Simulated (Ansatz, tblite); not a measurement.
Forces on Mg3O3⁺ at its r2SCAN-D4/def2-SVP geometry. Total charge 1; doublet.

The xTB rows come from tblite. The structure holds 2 bond(s) between oxygen atoms. At PBE-D4/def2-TZVP the gap within one spin of the charge 1 doublet nearly closes, so an electron or hole may be smeared out by delocalisation error. Another isomer (doublet) lies 4.10 eV lower at PBE0-D4/def2-TZVP; other spin states weren't run for this one.

GFN1-xTB (tblite), largest force 3.23 eV/Å:

```xyz
6
positions Å, forces eV/Å
Mg   -0.257    0.143    2.059   -0.262   -0.382   -0.251
Mg    0.693    1.370   -1.508    0.137   -0.401    0.196
Mg   -1.638   -1.273    0.139    0.241    0.135    0.448
O     0.705   -0.577   -0.082   -1.564    2.694   -0.859
O    -0.335   -0.429   -1.114    1.630   -0.096    1.491
O     0.832    0.766    0.507   -0.181   -1.950   -1.026
```

GFN2-xTB (tblite), largest force 2.77 eV/Å:

```
Mg -0.113 -0.340 -0.749
Mg 0.109 -0.600 0.363
Mg 0.643 0.434 0.299
O -1.263 2.328 -0.808
O 1.025 -0.180 1.439
O -0.402 -1.642 -0.544
```

PBE-D4/def2-TZVP (Ansatz), largest force 0.38 eV/Å:

```
Mg -0.038 -0.041 -0.047
Mg 0.012 0.072 -0.051
Mg 0.037 0.027 0.057
O 0.059 -0.187 0.083
O -0.224 -0.130 -0.279
O 0.154 0.259 0.237
```
